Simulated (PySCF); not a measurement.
Caution: the highest occupied level lies above zero, so the state may not be bound.

B3LYP has the VWN-RPA correlation part, as in Gaussian. Delta-SCF ions had no search for a lower state. 

Cartesian coordinates (Å):
```xyz
9

C     -1.6080    -0.7107     0.3748
C     -0.5614    -0.7489    -0.4497
C      0.4157     0.2505    -0.6371
C      1.5483     0.5291     0.0755
H     -1.8397     0.1558     1.0215
H     -2.3108    -1.5404     0.4776
H      0.2796     0.8389    -1.5514
H      2.2685     1.2592    -0.2774
H      1.8079    -0.0335     0.9662
```
Charge -1, spin multiplicity 1.

### Question
Estimate the HOMO, total energy and vertical detachment energy (Delta-SCF) that B3LYP-D3(BJ)/def2-TZVPD run with PySCF returns for this input.

### Answer

The HOMO is 0.74 eV and the total energy comes out as -155.4237 Ha. The vertical detachment energy (Delta-SCF) is 1.17 eV.
